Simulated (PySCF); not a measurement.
Cl2Hg, SMILES [Cl][Hg][Cl] (connectivity only; charge and spin as stated), charge -1, multiplicity 2.

The structure is a stationary point at PBE-D3(BJ)/def2-SVPD. The multiplicity is an assumed one; other spin states were not compared. The isomer is the one that the SMILES or the coordinates give; other isomers of the formula were not compared. The def2 effective core potentials stand for the cores of Hg; spin–orbit coupling is left out.

These are ωB97X/def2-TZVPD (PySCF) values and carry that method's errors.

Gas-phase values at a fixed geometry.

Problem. Estimate the frontier levels, dipole moment and polarisability. (Estimate from the structure and the level; the computed values follow.)

Solution. 
- α spin, highest occupied and lowest empty level: -3.37 and 4.65 eV
- β spin, highest occupied and lowest empty level: -5.89 and 2.56 eV
- dipole moment about the centre of nuclear charge: 0.86 D
- mean static polarisability: 101.2 bohr³ (15.00 Å³)
- polarisability, principal values: 68.4, 69.2, 166.0 bohr³
- ⟨S²⟩: 0.759 (pure state 0.75)
